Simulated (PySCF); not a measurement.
A run for PySCF: R-B3LYP/6-31G* on H2Se (SMILES [SeH2]) with ghost functions, monomers drawn apart or pushed together.

```python
from pyscf import gto, scf, dft, mp
from pyscf.data.elements import chemcore

mol = gto.M(
    atom='''
    Se    0.43360131    0.51440033    3.97187531
    H    -0.93495046    0.05191133    3.71221897
    H     0.18863504    0.55798262    5.42431970
    ghost-C   -0.30346475    0.63998212   -0.06601888
    ghost-C    0.10920536   -0.61537879    0.03457647
    ghost-H   -1.34818959    0.88666125   -0.21210950
    ghost-H    0.38531656    1.47332030   -0.00289293
    ghost-H    1.15309053   -0.86200671    0.18418310
    ghost-H   -0.58039115   -1.44876279   -0.02491021
    ''',
    basis='6-31g*',
    cart=True,
    charge=0, spin=0, verbose=3, max_memory=1800)
mf = dft.RKS(mol, xc='b3lyp')
mf.conv_tol = 1e-8
mf.max_cycle = 100
mf.kernel()
if not mf.converged:
    mf = mf.newton().run(mf.mo_coeff, mf.mo_occ)
```

The log:

```
converged SCF energy = -2402.48953237139
```

The calculation finished and met its thresholds.

Cost: around 4 core-seconds (rough).
